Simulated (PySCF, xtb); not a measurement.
HIOPb, SMILES [Pb]([OH])[I] (connectivity only; charge and spin as stated), neutral, multiplicity 1. The values are those of a single conformer.

Harmonic wavenumbers (cm⁻¹) from xtb with GFN2-xTB at its own minimum, in rising order: 102, 195, 333, 357, 555, 3739.

Question: What does B3LYP-D3(BJ)/def2-SVP in PySCF 2.14.0 give at its own minimum? (Estimate from the structure and the level; the computed values follow.)

Answer: 111, 161, 343, 537, 698, 3789. Paired by order, the mean absolute difference is 71 cm⁻¹ and the zero-point energies are 7.5 and 8.1 kcal/mol.
